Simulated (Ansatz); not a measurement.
Reaction R1 → P1 + P2, each structure at its B3LYP-D3(BJ)/def2-TZVP stationary point, reached from a drawn start (curvature not checked).
R1, F4OW (SMILES [O]=[W]([F])([F])([F])[F]) (charge 0, multiplicity 1):
```xyz
6

W      0.042     0.000     0.000
F     -0.440     0.009     1.796
F     -0.442    -0.002    -1.796
O      1.724    -0.013    -0.001
F     -0.428     1.799    -0.005
F     -0.456    -1.792     0.006
```
P1, F3OW (SMILES [O]=[W]([F])([F])[F]) (charge 0, multiplicity 2):
```xyz
5

W      0.05975    -0.01374     0.05982
O      1.12807     0.72485     1.15465
F      1.19899    -0.70558    -1.23372
F     -1.16010     0.75593    -1.15218
F     -1.22670    -0.76156     1.17143
```
P2: F atom, charge 0, multiplicity 2.

P less R. No zero-point or thermal terms; singlets are restricted closed shells; open shells are unrestricted; no spin–orbit coupling. The spin states of the d-block species are the ones drawn and need not be the lowest.

Frozen-core correlation throughout.

Codes used: Ansatz (Gaussian orbitals). All values are computed, each at the level named. Elements past Kr take the def2 small-core potentials, without spin–orbit coupling.

Total energies in hartree:

```json
[
 {"structure": "R1", "PBE/def2-TZVPP": "-541.806859", "r2SCAN/def2-TZVPP": "-542.052501", "CCSD(T)/def2-TZVPP": "-540.979629"},
 {"structure": "P1", "PBE/def2-TZVPP": "-441.918578", "r2SCAN/def2-TZVPP": "-442.110148", "CCSD(T)/def2-TZVPP": "-441.151603"},
 {"structure": "P2", "PBE/def2-TZVPP": "-99.669123", "r2SCAN/def2-TZVPP": "-99.727635", "CCSD(T)/def2-TZVPP": "-99.625056"}
]
```

Task: Work out the reaction energy at each level in kcal/mol (1 hartree = 627.50947 kcal/mol), and say how far PBE/def2-TZVPP lies from CCSD(T)/def2-TZVPP.

Result: 
- PBE/def2-TZVPP: (-441.918578) + (-99.669123) − (-541.806859) = 0.219158 hartree = 137.52 kcal/mol
- r2SCAN/def2-TZVPP: (-442.110148) + (-99.727635) − (-542.052501) = 0.214718 hartree = 134.74 kcal/mol
- CCSD(T)/def2-TZVPP: (-441.151603) + (-99.625056) − (-540.979629) = 0.202970 hartree = 127.37 kcal/mol
PBE/def2-TZVPP less CCSD(T)/def2-TZVPP: 10.15 kcal/mol. CCSD(T)/def2-TZVPP is the level counted from, the highest shown, and no exact or measured value.

Ansatz is a quantum-chemistry and plane-wave program.
